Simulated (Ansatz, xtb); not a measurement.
# Two isomers of C3H8BNSi

Structure I: `BC[Si@@H](C)C#N`, a singlet. Structure II: `B[Si@@H](C)CC#N`, a singlet. Both are isolated molecules in the gas phase, relaxed with r2SCAN-D4/def2-SVP, each in the lowest conformer that the search found.

I (Å):

```yaml
atoms:
  - { symbol: C, position_ang: [-1.3270, -0.4933, 3.2953] }
  - { symbol: C, position_ang: [-0.2476, 1.2466, 0.9047] }
  - { symbol: C, position_ang: [1.1934, -1.2657, 1.7675] }
  - { symbol: B, position_ang: [-0.5054, 0.3799, 4.2696] }
  - { symbol: N, position_ang: [2.2476, -1.7515, 1.8696] }
  - { symbol: Si, position_ang: [-0.4880, -0.4700, 1.6016] }
  - { symbol: H, position_ang: [-0.7034, 1.5720, 4.3387] }
  - { symbol: H, position_ang: [0.3890, -0.1003, 4.9245] }
  - { symbol: H, position_ang: [-1.3793, -1.5615, 3.5675] }
  - { symbol: H, position_ang: [-2.3392, -0.1043, 3.0821] }
  - { symbol: H, position_ang: [-1.2525, -1.3406, 0.6633] }
  - { symbol: H, position_ang: [0.1914, 1.2007, -0.1039] }
  - { symbol: H, position_ang: [0.4203, 1.8456, 1.5431] }
  - { symbol: H, position_ang: [-1.2140, 1.7716, 0.8350] }
```

II (Å):

```yaml
atoms:
  - { symbol: C, position_ang: [0.5185, 1.3118, 1.6840] }
  - { symbol: C, position_ang: [-0.7309, -0.6224, -0.3688] }
  - { symbol: C, position_ang: [-0.0413, -1.7455, 0.2305] }
  - { symbol: B, position_ang: [-2.4119, -0.0009, 2.3456] }
  - { symbol: N, position_ang: [0.5117, -2.6075, 0.7860] }
  - { symbol: Si, position_ang: [-1.1129, 0.6994, 0.9771] }
  - { symbol: H, position_ang: [-3.1170, -0.9590, 2.1329] }
  - { symbol: H, position_ang: [-2.5555, 0.5673, 3.4027] }
  - { symbol: H, position_ang: [-1.8230, 1.8180, 0.2626] }
  - { symbol: H, position_ang: [0.3485, 2.0839, 2.4506] }
  - { symbol: H, position_ang: [1.1570, 1.7438, 0.8970] }
  - { symbol: H, position_ang: [1.0706, 0.4813, 2.1527] }
  - { symbol: H, position_ang: [-1.6731, -0.9638, -0.8305] }
  - { symbol: H, position_ang: [-0.1088, -0.1847, -1.1687] }
```

Quicker runs give these differences E(II) − E(I): GFN2-xTB +5.7 kJ/mol; HF/STO-3G +109.1 kJ/mol (at GFN2-xTB geometries); r2SCAN-D4/def2-SVP//GFN2-xTB +95.6 kJ/mol.

Problem. Estimate E(II) − E(I) at the level CCSD(T)/def2-SVP + ΔMP2/def2-TZVPP.

Solution. Calculated at CCSD(T)/def2-SVP + ΔMP2/def2-TZVPP: E(II) − E(I) = +99.2 kJ/mol, so structure I lies lower.

Level by level:

```json
{"level": "GFN2-xTB", "geometry": "GFN2-xTB", "E(II) − E(I) (kJ/mol)": "+5.7", "departure from the last row (kJ/mol)": "−93.5", "job, with rough time for the two": "optimisation, 0.35 s"}
{"level": "HF/STO-3G", "geometry": "GFN2-xTB", "E(II) − E(I) (kJ/mol)": "+109.1", "departure from the last row (kJ/mol)": "+9.9", "job, with rough time for the two": "single point, 0.83 s"}
{"level": "r2SCAN-D4/def2-SVP//GFN2-xTB", "geometry": "GFN2-xTB", "E(II) − E(I) (kJ/mol)": "+95.6", "departure from the last row (kJ/mol)": "−3.6", "job, with rough time for the two": "single point, 6.6 s"}
{"level": "r2SCAN-D4/def2-SVP", "geometry": "r2SCAN-D4/def2-SVP", "E(II) − E(I) (kJ/mol)": "+89.8", "departure from the last row (kJ/mol)": "−9.4", "job, with rough time for the two": "optimisation, 2.2 min"}
{"level": "HF/def2-SVP", "geometry": "r2SCAN-D4/def2-SVP", "E(II) − E(I) (kJ/mol)": "+90.8", "departure from the last row (kJ/mol)": "−8.3", "job, with rough time for the two": "part of the CCSD(T) run"}
{"level": "MP2/def2-SVP", "geometry": "r2SCAN-D4/def2-SVP", "E(II) − E(I) (kJ/mol)": "+99.7", "departure from the last row (kJ/mol)": "+0.5", "job, with rough time for the two": "part of the CCSD(T) run"}
{"level": "CCSD(T)/def2-SVP", "geometry": "r2SCAN-D4/def2-SVP", "E(II) − E(I) (kJ/mol)": "+92.1", "departure from the last row (kJ/mol)": "−7.1", "job, with rough time for the two": "single point"}
{"level": "CCSD(T)/def2-SVP + ΔMP2/def2-TZVPP", "geometry": "r2SCAN-D4/def2-SVP", "E(II) − E(I) (kJ/mol)": "+99.2", "departure from the last row (kJ/mol)": "", "job, with rough time for the two": "single point, 93 s"}
```

As drawn, II has 1 B–Si, 1 C–C in place of 1 C–B, 1 C–Si.

None of the levels shown reverses the order. The largest departure from CCSD(T)/def2-SVP + ΔMP2/def2-TZVPP is that of GFN2-xTB, 93.5 kJ/mol. The last row adds to CCSD(T) the change of the MP2 difference between the two basis sets, here +7.1 kJ/mol.

With thermal terms from frequencies at re-optimised GFN2-xTB minima (ideal gas, soft modes damped towards free rotors, one conformer each, 298.15 K, 1 atm): the zero-point term adds −1.2 kJ/mol; ΔH is +98.3 and ΔG +97.1 kJ/mol.

The correlated steps freeze 10 core orbitals. Run with Ansatz 0.2.0, xtb 6.7.1; the last row on 2 threads of AMD EPYC 7R43 64-Core Processor (Zen 3) on a shared host.
